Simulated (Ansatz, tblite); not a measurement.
Removing an electron: (HCd-mu-F)2 (Cd2H2F2). Charge 0, multiplicity 1. Geometry: PBE0-D4/def2-SVP. Ansatz, gas phase; energy differences of separate SCF runs; the oxidised species was run as a doublet alone.

```tsv
atom	x (Å)	y (Å)	z (Å)
Cd1	-1.4505	-0.3310	-0.8028
H2	-2.8711	-0.6518	-1.5927
F3	0.6187	-0.8387	-0.7721
Cd4	1.4503	0.3306	0.8034
H5	2.8729	0.6574	1.5873
F6	-0.6202	0.8334	0.7770
```

In the def2 sets Cd takes a core potential; there is no spin–orbit coupling. The xTB rows come from tblite.

| level | −HOMO (eV) | vertical IE (eV) | −LUMO (eV) | HOMO–LUMO gap (eV) |
| --- | --- | --- | --- | --- |
| GFN1-xTB | 10.82 | 13.84 | 6.41 | 4.41 |
| GFN2-xTB | 11.81 | 14.78 | 5.01 | 6.80 |
| PBE-D4/def2-TZVP | 7.40 | 10.08 | 2.03 | 5.37 |
| r2SCAN-D4/def2-TZVP | 7.68 | 10.24 | 1.71 | 5.97 |
| PBE0-D4/def2-TZVP | 8.56 | 10.47 | 1.14 | 7.42 |

Relaxing the oxidised species (PBE0-D4/def2-SVP) changes its energy by -0.06 eV at PBE0-D4/def2-TZVP, so the adiabatic ionisation energy to this nearest minimum is 10.40 eV. At PBE-D4/def2-TZVP it is 10.03 eV.    Raw xTB energy differences between charge states are shifted by several eV; the methods need an empirical correction for them.
